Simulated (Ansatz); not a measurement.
CH$_{5}$B$_{2}$F, SMILES `CBBF`, 9 atoms. The species carries charge 0 and has multiplicity 1. All runs use 2 threads of an Arm Neoverse V2 on a shared host. Correlated methods freeze the cores.

(1) Give the basis size and wall time and peak host memory of each of these runs in Ansatz. RKS B97M-V/def2-TZVPP energy; RHF-CCSD(T)/def2-SVP energy; RHF-CCSD(T)/def2-TZVPP energy; RKS r2SCANh-D4/def2-TZVPP energy; direct RPA on PBE orbitals/def2-TZVPP energy; RHF-MP2/def2-QZVPP energy; RKS PBE0-D4/def2-TZVP relaxation (9 steps); RKS ωB97M-V/def2-QZVPP energy; RKS BHLYP-D4/def2-TZVPP energy; RKS PBE0-D4/def2-QZVPP energy; RKS PBE0-D4/def2-SVP energy; RKS ωB97M-V/def2-SVP energy. (Best estimate.)

## Answers

(1) Ansatz gave: Other jobs shared the machine, so times are rough.

```tsv
level	job	functions	wall time	peak host memory (GiB)
RKS PBE0-D4/def2-SVP	energy	81	0.65 s	0.12
RKS BHLYP-D4/def2-TZVPP	energy	194	1.8 s	0.3
RHF-CCSD(T)/def2-SVP	energy	81	1.8 s	0.24
RKS ωB97M-V/def2-SVP	energy	81	3 s	0.18
direct RPA on PBE orbitals/def2-TZVPP	energy	194	3.3 s	0.33
RKS r2SCANh-D4/def2-TZVPP	energy	194	3.3 s	0.36
RKS PBE0-D4/def2-QZVPP	energy	378	4.3 s	0.8
RKS B97M-V/def2-TZVPP	energy	194	7 s	0.23
RKS ωB97M-V/def2-QZVPP	energy	378	12 s	1
RHF-MP2/def2-QZVPP	energy	378	12 s	1.6
RKS PBE0-D4/def2-TZVP	relaxation (9 steps)	154	19 s	0.26
RHF-CCSD(T)/def2-TZVPP	energy	194	40 s	2.3
```
